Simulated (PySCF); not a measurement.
Harmonic spectrum computed at PBE0 in the def2-TZVP basis family (core potentials from Rb on, PySCF, no spin–orbit coupling):

```tsv
symmetry	ω (cm⁻¹)	IR (km/mol)
a1	283	17.4
a1	836	5.7
b2	855	38.8
```

**Question.** Which molecule gave it? In each, all ligands are bound to the one heavy central atom.
A. TiO₂ (singlet)
B. SeO₂ (singlet)
C. IO₂ (doublet)
D. HfO₂ (singlet)

**Answer.** C. It has C2v symmetry with I–O 1.790 Å (×2).
